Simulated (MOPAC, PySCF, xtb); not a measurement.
Noncovalent pair: C2H2 (SMILES C#C) (first 4 atoms) with HI (SMILES I); geometry from B3LYP-D3(BJ)/def2-TZVP, rigid monomers moved along the line of their centres of mass till C1···H6 is 2.30 Å.
(charge 0, multiplicity 1):
```xyz
6

C     -0.33174     0.14492     0.27935
C      0.86025     0.23622     0.34975
H     -1.38993     0.06400     0.21553
H      1.91860     0.31736     0.41061
I      0.04923    -0.05930     4.14317
H      0.14346     0.04413     2.52728
```

Interaction energies are E(AB) − E(A) − E(B) at the monomers' geometry in the complex; basis-set methods are counterpoise corrected. Rows marked so take none.

Rows in STO-3G carry no dispersion term and start afresh at each structure; the Pople sets are all-electron and without relativity. The state that AM1, PM3 reach isn't checked.

Programs: MOPAC for AM1, PM3 (differences of heats of formation); PySCF for STO-3G rows; xtb for the GFN methods. 

### Question
One of these levels gives -6.6 meV for the interaction energy. Which?
A) GFN2-xTB
B) PM3
C) AM1
D) HF/STO-3G (no counterpoise)

### Answer
C, AM1. The others give -94.1 (PM3), -123.8 (GFN2-xTB), 53.0 (HF/STO-3G (no counterpoise))
